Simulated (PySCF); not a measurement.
Al(F)(OMe)(SeH) (CH4AlFOSe), SMILES C[O][Al]([F])[SeH]. The structure is a stationary point at PBE-D3(BJ)/def2-SVP. One conformer was computed; it need not be the lowest.

Computed equilibrium geometry at PBE-D3(BJ)/def2-SVP (PySCF confirms it by a frequency run) as Cartesian coordinates in Å, and its point group (one conformer of several):
point group Cs.
```xyz
9

Al    -0.4140    -0.5280     0.0000
F     -2.0587    -0.8588     0.0000
O      0.7497    -1.7602     0.0000
C      0.8275    -3.1615     0.0000
H      1.3817    -3.5189     0.8966
H     -0.1711    -3.6550     0.0000
H      1.3817    -3.5189    -0.8966
Se     0.3360     1.6530     0.0000
H     -1.0699     2.1355     0.0000
```
Charge 0, spin multiplicity 1.
